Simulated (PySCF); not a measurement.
F₆Os (SMILES [F][Os]([F])([F])([F])([F])[F]), triplet, at a GFN2-xTB geometry (such geometries of metal compounds can be far from the true shape) (core potentials on Os). Base run: DF-B3LYP/def2-SV(P) run with PySCF.

Here is a job for PySCF.
```python
from pyscf import gto, scf, dft

mol = gto.M(
    atom='''
Os   -0.000000    0.000000   -0.000000
F     1.103868   -0.422732   -1.384136
F    -1.103868    0.422732    1.384136
F    -1.163739    0.775621   -1.164982
F    -0.860376   -1.591468   -0.200108
F     0.860376    1.591468    0.200108
F     1.163739   -0.775621    1.164982
''',
    basis='def2-sv(p)',
    ecp={'Os': 'def2-sv(p)'},
    charge=0,
    spin=2,
    verbose=4,
)

mf = dft.UKS(mol)
mf.xc = 'b3lyp'
mf = mf.density_fit(auxbasis='def2-universal-jkfit')
mf.kernel()
```

Variants of this job, named by their change:

```csv
change,ΔE vs base (µEh),grid points,electrons on the grid,outcome
base,0.0,109880,69.99995,converged
"grids.atom_grid = (50, 194)",-975,46040,70.00014,converged
"grids.atom_grid = (150, 974)",-,-,-,not converged
grids.prune = off,0.2,179304,69.99995,converged
grids.radi_method = delley,0.0,114552,69.99995,converged
"grids.atom_grid = (99, 590)",-1234,222056,70.00000,converged
grids.becke_scheme = stratmann,-864,109880,69.99997,converged
grids.level = 4,-1234,208280,70.00000,converged
grids.level = 7,-33.6,634256,70.00000,converged
small_rho_cutoff = 0,0.0,109880,69.99995,converged
grids.prune = dft.gen_grid.sg1_prune,-,-,-,input refused
```

Open shells are given as the SCF converged; they aren't shown to be the lowest states, and a large step between rows can be another state.

- grids.prune = dft.gen_grid.sg1_prune: ended with `IndexError: index 76 is out of bounds for axis 0 with size 19`
